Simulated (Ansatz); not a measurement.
Geometry optimisation, Ansatz, DFT PBE, scalar-relativistic, plane waves, PAW.

input.yaml

```yaml
crystal:
  lattice:
    - [8.437137, 0.0, 0.0]
    - [0.0, 8.437137, 0.0]
    - [0.0, 0.0, 8.437137]
  atoms:
    - { symbol: C, position: [0.878807, 0.4004485, 0.5959841] }
    - { symbol: F, position: [0.975203, 0.4957924, 0.6762222] }
    - { symbol: F, position: [0.9496829, 0.2617042, 0.5725873] }
    - { symbol: F, position: [0.7462381, 0.3784902, 0.6782281] }
    - { symbol: F, position: [0.8441042, 0.4658073, 0.4568988] }
    - { symbol: C, position: [0.9654293, 0.1504978, 0.1157134] }
    - { symbol: F, position: [0.9308978, 0.2591513, 0.2244459] }
    - { symbol: F, position: [0.9693628, 0.2180021, -0.0265838] }
    - { symbol: F, position: [1.1060645, 0.0870786, 0.1476586] }
    - { symbol: F, position: [0.855392, 0.0377594, 0.1173328] }
    - { symbol: C, position: [0.2898782, 0.3886215, 0.5654322] }
    - { symbol: F, position: [0.398375, 0.463723, 0.6515076] }
    - { symbol: F, position: [0.190313, 0.3127005, 0.6610542] }
    - { symbol: F, position: [0.2100144, 0.49317, 0.4787595] }
    - { symbol: F, position: [0.3608103, 0.2848923, 0.4704076] }
    - { symbol: C, position: [0.3854122, 0.6850977, 0.0481387] }
    - { symbol: F, position: [0.3236032, 0.6156406, -0.0790467] }
    - { symbol: F, position: [0.5069427, 0.5997493, 0.1007388] }
    - { symbol: F, position: [0.4353043, 0.829595, 0.0100326] }
    - { symbol: F, position: [0.2757986, 0.6954058, 0.1608303] }
    - { symbol: C, position: [0.7988949, 0.8534833, 0.7009113] }
    - { symbol: F, position: [0.8819093, 0.9460088, 0.797702] }
    - { symbol: F, position: [0.7035823, 0.760962, 0.7856231] }
    - { symbol: F, position: [0.7127324, 0.9428491, 0.6039033] }
    - { symbol: F, position: [0.8973556, 0.7641135, 0.616417] }
    - { symbol: C, position: [0.4350752, 0.262656, 0.0016749] }
    - { symbol: F, position: [0.4854751, 0.3334338, 0.1330947] }
    - { symbol: F, position: [0.2775533, 0.260177, 0.0004646] }
    - { symbol: F, position: [0.4873164, 0.3419667, -0.1240289] }
    - { symbol: F, position: [0.4899563, 0.1150466, -0.0028306] }
basis:
  ecutwfc: 420.0
kpoints:
  mp_grid: { grid: [1, 1, 1] }
hamiltonian:
  xc: pbe
scf:
  occupations: { method: fermi_dirac, width: 0.02 }
  lower_state_search: "off"
relax:
  f_tol: 0.3
  max_steps: 15
  adjacent_minimum: "off"
```

Command:

```bash
$ ansatz run input.yaml --threads 1 --pin off --max-ram 3072MiB --backend cpu --events-out ev --progress --plain --runs-dir out
```

Question: Where does it end, and by what steps?

Answer: It converged. The threshold is loose, so the end isn't yet a minimum. The force dipped under the threshold on the way, but the program's further checks kept it going. Limits of this set-up: coarse k mesh. After 9 steps the energy has fallen by 1.363 eV; F27 moved furthest, 1.06 Å.

```csv
step,energy less start (eV),largest force component (eV/Å),accepted
0,0.0000,1.274,yes
1,-0.7466,0.390,yes
2,-1.0085,0.272,yes
3,-1.1408,0.506,yes
4,-1.2562,0.093,yes
5,-1.2562,0.093,yes
6,-1.3095,0.383,yes
7,-1.3361,0.571,yes
8,-1.3629,0.274,yes
9,-1.3629,0.275,yes
```

```xyz
30
Lattice="8.4371 0.0000 0.0000 0.0000 8.4371 0.0000 0.0000 0.0000 8.4371" Properties=species:S:1:pos:R:3
C 7.329 3.135 5.120
F 7.969 3.861 6.045
F 8.061 2.058 4.811
F 6.148 2.739 5.604
F 7.138 3.875 4.026
C 8.242 1.022 1.174
F 7.864 2.175 1.744
F 8.562 1.246 -0.110
F 9.304 0.527 1.825
F 7.240 0.141 1.234
C 2.903 3.431 4.527
F 3.625 4.514 4.836
F 2.422 2.882 5.646
F 1.890 3.790 3.728
F 3.670 2.542 3.893
C 2.545 6.017 0.681
F 2.103 5.194 -0.275
F 3.688 5.540 1.189
F 2.762 7.227 0.158
F 1.633 6.105 1.651
C 6.377 7.324 5.447
F 7.067 7.974 6.388
F 5.748 6.280 6.001
F 5.477 8.147 4.901
F 7.214 6.890 4.500
C 4.271 2.198 0.161
F 4.932 2.187 1.328
F 2.957 2.208 0.396
F 4.605 3.292 -0.535
F 4.598 1.101 -0.546
```

Run time: 39 s on 1 thread of Arm Neoverse V2, with other jobs on the host, peak memory 0.55 GiB.
